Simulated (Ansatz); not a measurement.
The cluster Al6Ga, relaxed as a doublet with UKS PBE0-D4/def2-SVP in Ansatz, starting from packed atoms. Force threshold 0.02 eV/Å.

The relaxation made no stability test and no search for a lower SCF solution. The structure comes from a short search, and lower isomers may exist.

Start:

```tsv
atom	x (Å)	y (Å)	z (Å)
Ga1	0.851	1.025	0.827
Al2	-1.719	-1.958	0.063
Al3	-0.817	2.218	-0.521
Al4	-1.651	0.307	0.927
Al5	0.826	-1.369	0.714
Al6	2.440	-0.009	-0.933
Al7	0.070	-0.213	-1.076
```

Q: Estimate the energy that the relaxation releases and the steps that it takes.

A: 68.8 kcal/mol, in 24 steps; 3 min on 4 threads of Arm Neoverse V1 on a shared host. The force fell under the threshold at step 16, but the optimiser went on. No frequencies were taken in this run, so the end may be a saddle point.

Q: Does the start keep its bonding?

A: Bonds lost: Ga1–Al7 (atoms count from 1). Bonds formed: Al3–Al6 (atoms count from 1). Metal–metal contacts that move far: Al5–Al7 2.26 to 2.94 Å. The end is the same structure that another start reached.

Q: Predict the relaxed structure.

A: 
```xyz
7

Ga    0.7994    0.9962    1.6130
Al   -1.4817   -2.0779    0.1890
Al   -0.1003    2.0301   -0.7574
Al   -1.5455    0.5000    0.7869
Al    0.9905   -1.3718    0.7386
Al    1.8606    0.3387   -0.9785
Al   -0.5229   -0.4153   -1.5917
```
Bond lengths (bridged metal pairs left out): 9 × Al–Al 2.57 to 2.75 Å; 4 × Al–Ga 2.53 to 2.88 Å.
